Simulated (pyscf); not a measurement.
# •O–PH₂ (SMILES [O]P), doublet

Gas-phase minimum from PySCF at ωB97X-D3(BJ)/def2-SVP, one conformer. •O–PH₂ lies 8.3 kcal/mol over its isomer HO–PH•, and others may lie lower still (electronic energy, ωB97M-D3(BJ)). 

SMILES: [O]P
```xyz
4

O      1.3484    -0.1761    -1.0563
P      0.5884     0.1066     0.2246
H      1.3096    -0.2453     1.4060
H     -0.5943    -0.6803     0.3718
```
Charge 0, spin multiplicity 2.

Bonds (Å): O1–P2 1.516, P2–H3 1.428, P2–H4 1.428. Angles (°): O1–P2–H3 113.6, O1–P2–H4 113.6, H3–P2–H4 101.4.

Properties at ωB97X-D3(BJ)/def2-SVP:

```json
{
  "harmonic_wavenumbers_unscaled": "766, 855, 1123, 1160, 2383, 2417 cm⁻¹",
  "zero_point_energy": "12.4 kcal/mol",
  "rotational_symmetry_number": "1",
  "Entropy of this conformer at 298 K and 1 atm, rigid rotor and harmonic oscillator, modes under 100 cm⁻¹ raised to 100": "246.5 J/(mol K)",
  "dipole_moment": "2.97 D",
  "Spin expectation value S2": "0.757"
}
```

Single-point totals, which compare only within one level (frozen core for MP2 and CC):

```
level                   total energy (hartree)
----------------------  ----------------------
ωB97X-D3(BJ)/def2-TZVP              -417.80924
PBE/def2-TZVP                       -417.55002
r²SCAN/def2-TZVP                    -417.72494
B3LYP-D3(BJ)/def2-TZVP              -417.81116
PBE0-D3(BJ)/def2-TZVP               -417.57481
M06-2X/def2-TZVP                    -417.72575
ωB97M-D3(BJ)/def2-TZVP              -417.83965
UHF/def2-TZVPP                      -416.77940
MP2/def2-TZVPP                      -417.15693
CCSD/def2-TZVPP                     -417.17771
CCSD(T)/def2-TZVPP                  -417.19438
```

The CCSD(T) − MP2 part came from Ansatz, without density fitting, on the same reference.
